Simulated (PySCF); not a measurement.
# Simulated characterisation data

PySCF 2.14 calculation with GFN2-xTB structure and shielding tensors at PBE0/pcSseg-1 (GIAO); a single conformation, one averaged value for each set of equivalent atoms, non-relativistic Hamiltonian, no solvent.

Shifts are taken against calculated references (same method and geometry level): 1H (31.72 ppm) and 13C (186.93 ppm) against TMS. Where no couplings were computed, multiplicities follow the n + 1 count of equivalent neighbours, and m marks all less simple cases (inequivalent or close neighbours, rings, F or P nearby). Acid and N–H amide carbonyl carbons lie up to 10 ppm further downfield in solution (hydrogen bonding). Shifts are as computed. Against solution values, carbons near 30 ppm lie about +3 ppm off and those near 130 ppm about +5 ppm; carbons on Cl a further +6 ppm. Of 1313 compounds with measured shifts, 239 miss one by over three times the rms of a fit or turn the order of signals round; such compounds aren't used in these exercises. Carbons bonded to Cl come out too deshielded. OH and NH positions are gas-phase values without hydrogen bonding to other molecules.

Compound 1 (C$_{5}$H$_{9}$NO$_{2}$). 1H NMR (600 MHz, computed): δ 7.00 (m, 1H), 5.62 (d, 1H), 5.59 (br s, 1H), 4.93 (br, 1H), 4.59 (d, 2H), 3.26 (d, 3H). 13C{1H} NMR (computed): δ 168.7 (C), 163.6 (CH), 128.9 (CH), 64.4 (CH2), 26.6 (CH3). Structure: `C(/C=C\C(NC)=O)O`.

Compound 2 (C$_{5}$H$_{8}$). 1H NMR (600 MHz, computed): δ 6.65 (t, 1H), 2.65 (q, 2H), 1.34 (t, 3H), 0.97 (m, 2H). 13C{1H} NMR (computed): δ 132.2 (C), 106.8 (CH), 26.0 (CH2), 14.1 (CH3), 9.1 (CH2). Structure: `CCC1=CC1`.

Compound 3 (C$_{5}$H$_{5}$ClO). 1H NMR (600 MHz, computed): δ 6.29 (m, 1H), 6.28 (m, 1H), 2.37 (s, 3H). 13C{1H} NMR (computed): δ 156.3, 145.3, 115.4, 114.5, 16.6. Structure: SMILES Cc1ccc(Cl)o1.
